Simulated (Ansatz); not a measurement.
Gas-phase electronic energies from Ansatz, PBE0-D4/def2-TZVP geometries. CCSD(T)/CBS adds triple-zeta CCSD(T) − MP2 to the extrapolated MP2 energy (def2 sets, frozen cores). This one scheme is used for every species. DFT in def2-TZVPP. B3LYP here is the variant with VWN-RPA as its local correlation; programs differ in this. Elements past krypton have def2 core potentials. For In outer-core shells are correlated without core-valence functions, which leaves a few kJ/mol of doubt a bond.

Reaction (ligand exchange at the In–C bond): `C=[C](C)[InH2]` + CH₃SH → `C[S][InH2]` + propene

(1) Is it downhill or uphill in electronic energy at CCSD(T)/CBS, and by how much? (Estimate.)

(2) What do these levels give: revPBE-D4, B97M-V, B3LYP-D4, r2SCAN0-D4, BHLYP-D4, BLYP, PBE0, BHLYP, LC-ωPBE, RPA@PBE/def2-TZVPP, MP2/def2-SVP, MP2/CBS(def2)? (An estimate is asked.)

Largest T1 diagnostic among the species: 0.014.

Results:

(1) Ansatz gave: Downhill: ΔE = -113.3 kJ/mol.

(2) Ansatz gave: revPBE-D4 -113.3, B97M-V -120.6, B3LYP-D4 -116.1, r2SCAN0-D4 -119.6, BHLYP-D4 -118.3, BLYP -117.8, PBE0 -118.1, BHLYP -119.8, LC-ωPBE -112.9, RPA@PBE/def2-TZVPP -101.4, MP2/def2-SVP -110.9, MP2/CBS(def2) -113.4 kJ/mol.

Leaving LDA and LC-ωPBE aside and taking each functional with its dispersion term where it has one, the values, not all of them listed here, spread over 8.5 kJ/mol, from B97M-V to ωB97X-V. In def2-TZVPP, CCSD(T) changes the Hartree–Fock value by +13.4 kJ/mol (the triples alone add +0.8 kJ/mol) and MP2 by +13.3 kJ/mol.
